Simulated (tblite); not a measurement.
Compound: C7H5F2O (doublet state).
Z-matrix (Å and degrees, GFN2-xTB geometry), rows numbered from 1:
```
F 
C   1  1.3399
F   2  1.3594  1  105.82
O   2  1.3463  1  107.91  3   120.21
C   4  1.3884  2  119.08  1   161.64
C   5  1.3956  4  123.60  2    19.21
C   6  1.3641  5  116.69  4   179.45
C   7  1.3610  6  125.90  5    -0.61
C   8  1.3955  7  116.50  6    -0.28
C   9  1.3806  8  120.46  7     0.81
H   2  1.1078  1  108.52  3  -114.70
H   6  1.0790  5  121.77  4     1.06
H   8  1.0779  7  122.60  6   179.94
H   9  1.0799  8  119.45  7  -179.69
H  10  1.0782  5  118.46  4     0.73
```

Computed geometry: GFN2-xTB, gas phase. This method treats the open shell by occupation alone, without spin polarisation.

Take the most abundant isotopes and a rigid rotor. The values belong to one conformer with, in the numbering `[F:1][CH:2]([F:3])[O:4][c:5]1[cH:6][c:7][cH:8][cH:9][cH:10]1`, F1–C2–O4–C5 162°, C2–O4–C5–C6 19°.

Problem. Give the principal moments of inertia and the rotational constants in GHz.

Solution. Ia = 131.58, Ib = 661.18, Ic = 761.77 u·Å²; 505379 MHz·u·Å²/I gives 3841, 764.4 and 663.4 MHz, that is A = 3.8408, B = 0.7644, C = 0.6634 GHz.

Problem. What kind of rotor is it?

Solution. A near-prolate asymmetric top. Ray's parameter κ = (2B − A − C)/(A − C) = -0.936; −1 is the prolate and +1 the oblate limit.

Problem. Is it planar, by Δ = Ic − Ia − Ib?

Solution. Not planar: Δ = Ic − Ia − Ib = -31.00 u·Å². For a rigid frame Δ = −2 Σ m c², so Σ m c² = 15.50 u·Å² lies off the ab plane: 1.96 from hydrogen and 13.54 from heavier atoms. The atom farthest from that plane is 1.26 Å away.

Problem. Give the other two planar moments, Paa and Pbb, and the rms extents of the mass along the axes.

Solution. Paa = Σ m a² = (Ib + Ic − Ia)/2 = 645.68 and Pbb = Σ m b² = (Ia + Ic − Ib)/2 = 116.08 u·Å². With the mass M = 143.03 u, the rms extents √(P/M) along a, b and c are 2.12, 0.90, 0.33 Å.

Problem. Where do the levels up to J = 2 lie, in MHz?

Solution. Above 0(0,0):
J = 1: 1(0,1) 1428, 1(1,1) 4504, 1(1,0) 4605
J = 2: 2(0,2) 4281, 2(1,2) 7259, 2(1,1) 7562, 2(2,1) 16791, 2(2,0) 16793
The levels of one J sum to (2J + 1)J(J + 1)(A + B + C)/3.

Problem. Estimate the classical rotational partition function at 25 K, 200 K and 298.15 K.

Solution. Point group C1, symmetry number σ = 1; q = (√π/σ)·√((kT/h)³/(ABC)), k/h = 20836.6 MHz/K: 15100 at 25 K, 342000 at 200 K, 622000 at 298.15 K.

For this open shell read J as N, the rotation without spin; fine and hyperfine splittings come on top. Its GFN2-xTB frequencies are all real (lowest 47 cm⁻¹). Zero-point vibration and centrifugal distortion are left out.
